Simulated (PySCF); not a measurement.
## TaN⁻: from constants to spectrum

ROHF-CCSD(T) constants of TaN⁻, ²Δ (doublet), unpaired electrons δ ↑ (Ta def2-TZVPPD with ECP60, N def2-TZVPPD; scalar-relativistic core potentials (PySCF 2.14); masses 180.9480 and 14.0031 u):

| Property | Result |
| --- | --- |
| ωe | 1005.7 cm⁻¹ |
| ωexe | 3.42 cm⁻¹ |
| Be | 0.43529 cm⁻¹ |
| αe | 0.00202 cm⁻¹ |
| D (centrifugal) | 3.26e-07 cm⁻¹ |

(1) Give the vibrational terms G(v) and spacings up to v = 6.

Correlated steps freeze 1 core orbital. These are scalar-relativistic numbers at best; spin–orbit coupling would shift them, the dissociation energy most. The CCSD T1 diagnostic is raised, a sign that a single reference may not be enough here. The state is the lowest single determinant that the PBE0 search found; with open d or f shells the true ground state can be another one.

Answers

(1) G(v) = ωe(v+½) − ωexe(v+½)².

| v | G(v) (cm⁻¹) | G(v) − G(v−1) | Bv (cm⁻¹) |
| --- | --- | --- | --- |
| 0 | 502.0 |  | 0.4343 |
| 1 | 1500.9 | 998.9 | 0.4323 |
| 2 | 2492.9 | 992.0 | 0.4302 |
| 3 | 3478.1 | 985.2 | 0.4282 |
| 4 | 4456.4 | 978.3 | 0.4262 |
| 5 | 5427.9 | 971.5 | 0.4242 |
| 6 | 6392.6 | 964.7 | 0.4222 |
